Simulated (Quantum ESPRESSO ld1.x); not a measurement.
The mean radii <r> (bohr) of the occupied orbitals of an atom or ion are listed with their occupations. Calculated with ld1.x of Quantum ESPRESSO 7.5: Dirac Kohn-Sham, BP86, spin-unpolarised, spherical densities, point nucleus.

| orbital | occ. | <r> |
|---|---|---|
| 1s1/2 | 2 | 0.02842 |
| 2s1/2 | 2 | 0.1222 |
| 2p1/2 | 2 | 0.1032 |
| 2p3/2 | 4 | 0.1087 |
| 3s1/2 | 2 | 0.3302 |
| 3p1/2 | 2 | 0.3208 |
| 3p3/2 | 4 | 0.3321 |
| 3d3/2 | 4 | 0.3033 |
| 3d5/2 | 6 | 0.3069 |
| 4s1/2 | 2 | 0.7906 |
| 4p1/2 | 2 | 0.8324 |
| 4p3/2 | 4 | 0.8616 |
| 4d3/2 | 4 | 1.023 |
| 4d5/2 | 6 | 1.037 |
| 5s1/2 | 2 | 2.230 |
| 5p1/2 | 2 | 2.829 |
| 5p3/2 | 1 | 2.970 |

Name the element and its charge. Open shells, if any, fill j = l - 1/2 first.

Answer. Z = 51, antimony, charge 0: Sb in [Kr] 4d10 5s2 5p3. The 1s radius gives Z: for a bare nucleus <r> = (2 gamma + 1)/(2Z) with gamma = sqrt(1 - (Z/c)^2), 0.028 bohr for Z = 51, and screening makes it slightly larger (0.02842 here). The occupations add up to 51, and the charge is Z minus that.
